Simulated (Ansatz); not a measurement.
GaH₂Br, relaxed as a singlet with RKS PBE-D4/def2-TZVP in Ansatz, starting from the GFN2-xTB geometry. Force threshold 0.02 eV/Å.

Start:

Cartesian coordinates in Å:
```
Ga -0.1763 -0.0127 0.0739
H -1.3694 -0.3001 -0.8811
H -0.3622 0.1775 1.6059
Br 1.9079 0.1353 -0.7987
```

```json
{"step": "1", "energy (eV)": "-122439.4318", "largest force component (eV/Å)": "0.515", "SCF passes": "22"}
{"step": "2", "energy (eV)": "-122439.4618", "largest force component (eV/Å)": "0.169", "SCF passes": "27"}
{"step": "3", "energy (eV)": "-122439.4628", "largest force component (eV/Å)": "0.023", "SCF passes": "28"}
{"step": "4", "energy (eV)": "-122439.4629", "largest force component (eV/Å)": "0.004", "SCF passes": "21"}
```

Force components are those of the run's own axes.

End:

```xyz
4

Ga   -0.227   -0.016    0.095
H    -1.361   -0.308   -0.944
H    -0.313    0.189    1.645
Br    1.901    0.135   -0.796
```

By distances, no bond broke or formed. The bond that changes most is Ga1–Br4, from 2.26 to 2.31 Å (atoms count from 1).

No frequencies were taken in this run, so the end may be a saddle point.

Hardware: 4 threads of Arm Neoverse V2 on a shared host. Wall time 2.7 s.
